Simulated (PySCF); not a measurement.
**How methods differ on the excitation energy of Ti²⁺**

Ti²⁺ [Ar] 3d2 (3F) → Ti²⁺ [Ar] 3d1 4p1 (high-spin determinant), as a difference of total energies. Calculation: PySCF 2.14, in x2c-QZVPPall (11s7p5d3f2g, 96 functions); the spin-free X2C one-electron Hamiltonian (Gaussian nucleus). Correlated levels: valence: [Ar] frozen. The calculations carry no spin-orbit coupling.

| method | excitation energy (cm⁻¹) |
| --- | --- |
| UHF | 74381 |
| MP2 (valence) | 75002 |
| SCS-MP2 (valence) | 74588 |
| CCSD (valence) | 75098 |

The basis was made for the ground configuration and has no added diffuse functions, so the excitation energy can come out too high.

With two correlated electrons CCSD is exact in that space.

The determinant of the upper state mixes LS terms, which raises its energy above the lowest term, most at the Hartree-Fock and MP2 levels.
